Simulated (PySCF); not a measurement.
# Cost of excited-state runs on `C1=CC=C(CO)C=CC1`, C8H10O

Geometry:
| atom | x (Å) | y (Å) | z (Å) |
| --- | --- | --- | --- |
| O1 | 3.049 | -0.802 | 0.497 |
| C2 | 2.281 | -0.288 | -0.572 |
| C3 | 0.842 | -0.028 | -0.185 |
| C4 | 0.368 | 1.240 | -0.143 |
| C5 | -0.913 | 1.628 | 0.374 |
| C6 | -2.027 | 0.891 | 0.294 |
| C7 | -2.067 | -0.369 | -0.511 |
| C8 | -1.209 | -1.319 | 0.262 |
| C9 | 0.117 | -1.165 | 0.324 |
| H10 | 2.991 | -0.189 | 1.238 |
| H11 | 2.738 | 0.633 | -0.965 |
| H12 | 2.328 | -1.055 | -1.350 |
| H13 | 1.044 | 2.048 | -0.399 |
| H14 | -0.946 | 2.587 | 0.876 |
| H15 | -2.927 | 1.196 | 0.808 |
| H16 | -1.629 | -0.192 | -1.498 |
| H17 | -3.083 | -0.742 | -0.624 |
| H18 | -1.692 | -2.141 | 0.772 |
| H19 | 0.727 | -1.924 | 0.796 |

PySCF with density fitting, on 1 thread of an Arm Neoverse V2, shared host. Command: `OMP_NUM_THREADS=1 python excited_run.py task.json out`

Question: How long does this run take, and how much memory?
- magnetisability and related constants, KT3/pcSseg-1; writes grids

Answer: 
| run | level | basis functions | wall time | peak memory (GiB) |
| --- | --- | --- | --- | --- |
| magnetisability and related constants | KT3/pcSseg-1 | 203 | 70 s | 0.71 |

Times from a shared host are rough.
